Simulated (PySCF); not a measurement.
Excitations are Tamm–Dancoff values on a coarser integration grid. The basis has no diffuse functions, so Rydberg states are missing or too high.

Cartesian coordinates (Å):
```xyz
6

O     -0.7424    -0.9783    -0.0370
B      0.3572    -0.1872    -0.0068
O      0.3833     1.1665     0.0442
Br     2.0616    -1.0805    -0.0410
H     -1.5850    -0.5180    -0.0197
H     -0.4747     1.5974     0.0603
```
Charge 0, multiplicity 1.

Task: Give the T1 excitation (TDA), HOMO, LUMO, HOMO–LUMO gap and S1 excitation (TDA) at the level PySCF 2.14.0 with ωB97X-D3(BJ)/def2-TZVP // PBE0-D3(BJ)/def2-TZVP.

Result: 
- T1 excitation (TDA): 7.58 eV
- HOMO: -10.62 eV
- LUMO: 1.67 eV
- HOMO–LUMO gap: 12.28 eV
- S1 excitation (TDA): 7.90 eV
